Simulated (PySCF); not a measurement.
NbBr4 holds Nb(IV), d1, at total charge 0. The structure is a PBE0-D3(BJ)/def2-SVP geometry optimised for multiplicity 2; coordination tetrahedral, point group D2d, metal–donor distances 2.41 Å.

The d shell alone is too small an active space for NbBr4 (an active orbital has only 0.65 squared overlap with the free ion's shell): its levels, fitted parameters, g values and moments show what this model gives and aren't sound predictions.

```
5

Nb    0.0000    0.0000    0.0000
Br    1.4322    1.3707    1.3707
Br    1.4322   -1.3707   -1.3707
Br   -1.4322   -1.3707    1.3707
Br   -1.4322    1.3707   -1.3707
```

Method (PySCF 2.14, density fitting): CASSCF(1,5) with orbitals averaged over all microstates of the shell, strongly contracted NEVPT2 on the averaged canonical orbitals; basis x2c-TZVPall on the metal, x2c-SVPall elsewhere; spin-free X2C; gas phase; spin-orbit coupling by state interaction with the mean-field operator over all roots.

**Question.** What is the ground state?

**Answer.** 2B1 (from 2E) (S = 1/2, orbital degeneracy 1), with 1.0 electrons in the lower (e-type) set and 0.0 in the upper (t2-type) set, by NEVPT2.

**Question.** List the excited states of the same spin.

**Answer.** By NEVPT2: 2A1 (from 2E) at 353 cm⁻¹; 2B2 (from 2T2) at 8719 cm⁻¹ (1147 nm); 2E (from 2T2) at 9960 cm⁻¹ (1004 nm). The strongest, at 9960 cm⁻¹, has f = 8.6e-03.

**Question.** What ligand-field parameters describe the result?

**Answer.** At NEVPT2 level: orbital energies 0, 353, 8719, 9960, 9960 cm⁻¹; 10Dq = 9370 cm⁻¹ (difference of the means of the two sets); spin-orbit coupling on the heavy ligands mixes in, so no single ζ describes it.

**Question.** What are the magnetic parameters?

**Answer.** The ground doublet has g = 1.724, 1.936, 1.936. μeff is 1.66 μB at 300 K and 1.62 μB at 10 K; the spin-only value is 1.73 μB.

Charge-transfer states lie outside this active space and may come lower than some of these levels. NEVPT2 on the d shell alone tends to put d–d bands too high for such charged or covalently bound ions.

The job took 42 s on one thread of Arm Neoverse V1 (shared host), with 191 basis functions and a peak of 0.77 GiB, launched as `OMP_NUM_THREADS=1 python lf_run.py task.json out`.
